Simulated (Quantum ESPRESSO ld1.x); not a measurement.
Results of a calculation; reference values are marked as such.
Task: All-electron atom: Ta V in [Xe] 4f14 6p1 (not the ground configuration). Level of theory: scalar-relativistic Kohn-Sham, LDA (Slater exchange, Perdew-Zunger correlation), spin-polarised, spherical densities, point nucleus; open shells are filled with parallel spins first (ld1.x of Quantum ESPRESSO 7.5). Some entries of the table are withheld. Estimate them.

| orbital | occ. | eigenvalue (hartree) | <r> (bohr) |
|---|---|---|---|
| 1s up | 1 | -2475.53 | 0.01867 |
| 1s down | 1 | -2475.53 | 0.01867 |
| 2s up | 1 | -426.829 | 0.07899 |
| 2s down | 1 | -426.829 | 0.07899 |
| 2p up | 3 | -374.400 | 0.07059 |
| 2p down | 3 | -374.399 | 0.07059 |
| 3s up | 1 | -99.1081 | 0.2050 |
| 3s down | 1 | -99.1076 | 0.2050 |
| 3p up | 3 | -83.5171 | 0.2050 |
| 3p down | 3 | -83.5166 | 0.2050 |
| 3d up | 5 | -65.2976 | 0.1857 |
| 3d down | 5 | -65.2971 | 0.1857 |
| 4s up | 1 | -21.5763 | 0.4590 |
| 4s down | 1 | -21.5755 | 0.4590 |
| 4p up | 3 | -16.4602 | 0.4880 |
| 4p down | 3 | -16.4593 | 0.4880 |
| 4d up | 5 | -9.91201 | 0.5234 |
| 4d down | 5 | -9.91096 | 0.5233 |
| 5s up | 1 | -4.41695 | (1) |
| 5s down | 1 | -4.41325 | (2) |
| 5p up | 3 | -3.14499 | 1.252 |
| 5p down | 3 | -3.13977 | 1.250 |
| 4f up | 7 | -2.66462 | 0.6328 |
| 4f down | 7 | -2.66298 | 0.6323 |
| 6p up | 1 | (3) | 2.893 |
| 6p down | 0 | (4) | 2.896 |

Result: 
(1) 5s up <r> (bohr): 1.086
(2) 5s down <r> (bohr): 1.085
(3) 6p up eigenvalue (hartree): -1.15331
(4) 6p down eigenvalue (hartree): -1.10527
